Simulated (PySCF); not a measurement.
# Correlation energy of Pd (palladium, neutral)

[Kr] 4d9 5s1, 5s spin antiparallel (an excited configuration). Calculation: PySCF 2.14, in def2-QZVPP with the def2 core potential (28 electrons) (7s5p4d4f2g, 88 functions); scalar relativity through the core potential. Frozen: 4s2 4p6; 10 electrons correlated.

MP2 pair energies summed by pair of shells (mhartree):

```tsv
pair	energy	share (%)
4d-4d	-303.57	89.0
4d-5s	-37.37	11.0
```

Total MP2 correlation energy: -340.95 mhartree.

Same-spin part -121.32 and opposite-spin part -219.63 mhartree; SCS-MP2 scales them by 1/3 and 6/5 to -304.00 mhartree.
